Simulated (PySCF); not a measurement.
## Dipole moment and polarisability of 2,2,3-trimethylbutane

Compound: 2,2,3-trimethylbutane, C7H16.
Structure used (PBE0-D3(BJ)/def2-SVP), in Å, numbered top down from 1:
```xyz
23
C7H16 angstrom
C      1.2685   -1.3609    0.4228
C      0.6479    0.0345    0.4532
C      1.5480    1.0058   -0.3080
C     -0.8410    0.0735   -0.0054
C     -0.9814   -0.2008   -1.5053
C     -1.6529   -0.9711    0.7680
C     -1.4364    1.4511    0.3059
H      1.2649   -1.7856   -0.5941
H      0.7498   -2.0681    1.0848
H      2.3188   -1.3175    0.7499
H      0.6350    0.3599    1.5107
H      1.1537    2.0320   -0.3159
H      1.6876    0.6908   -1.3543
H      2.5465    1.0430    0.1539
H     -0.5383   -1.1681   -1.7884
H     -2.0450   -0.2315   -1.7901
H     -0.5020    0.5822   -2.1120
H     -1.5090   -0.8632    1.8556
H     -2.7280   -0.8523    0.5604
H     -1.3781   -1.9992    0.4903
H     -2.5033    1.4810    0.0338
H     -0.9355    2.2570   -0.2503
H     -1.3587    1.6828    1.3805
```

Level: B3LYP/def2-SVPD (PySCF), static field, nuclei fixed, core orbitals frozen in the response. The polarisability tensor in these axes (au):

```
x   92.59 -0.63 -0.29
y   -0.63 87.38 -1.53
z   -0.29 -1.53 82.92
```

What are the eigenvalues, a third of the trace, and Δα (Δα² = ½Σ(αi − αj)² over the three pairs)?

Principal values 82.42, 87.80 and 92.66 au; mean 87.63 au = 12.99 Å³ = 14.45 × 10⁻⁴⁰ C²·m²/J; Δα = 8.87 au (10 % of the mean).

What is the dipole moment?

0.08 D at this geometry.

Rayleigh depolarisation ratio (linearly polarised light, static tensor)?

ρ = 3Δα²/(45ᾱ² + 4Δα²) = 236.2/(345535 + 314.9) = 0.000683.

Form Σ f/ω² (atomic units) for the 10 lowest TDDFT singlets, given as eV and f, and set it beside the mean polarisability, which is this sum over all singlets: 7.84, 0.0087; 8.02, 0.0049; 8.12, 0.0183; 8.62, 0.0753; 8.67, 0.0060; 8.70, 0.0359; 8.78, 0.0464; 8.80, 0.0812; 8.86, 0.0226; 8.88, 0.0124.

They add up to 3.08 au, 3.5 % of the 87.63 au; the largest single term is 0.78 au, from the state at 8.80 eV. Terms in order: 0.10, 0.06, 0.21, 0.75, 0.06, 0.35, 0.45, 0.78, 0.21, 0.12 au. Higher excitations give the rest. The strengths listed sum to 0.312.

Refractivity n − 1 of an ideal gas of it at 273.15 K and 1 atm, from the electronic α?

N = p/kT = 2.6868 × 10¹⁹ cm⁻³, so n − 1 = 2π × N × 12.99 × 10⁻²⁴ cm³ = 2192 × 10⁻⁶ at long wavelengths, for an ideal gas.

Give the principal axes and the span of the nuclei along them.

Largest value along (0.99, -0.12, -0.01), where the nuclei span 5.11 Å; middle along (0.11, 0.95, -0.30), 4.35 Å; least along (0.05, 0.30, 0.95), 3.84 Å. The response follows the extents in order.

Isolated species at its PBE0-D3(BJ)/def2-SVP geometry, gas phase.

These values come from a run that also computed excited states and ΔSCF ions. Hardware: an Arm Neoverse V2 with one thread, no GPU (shared host). Cost: 6.7 min of wall time.
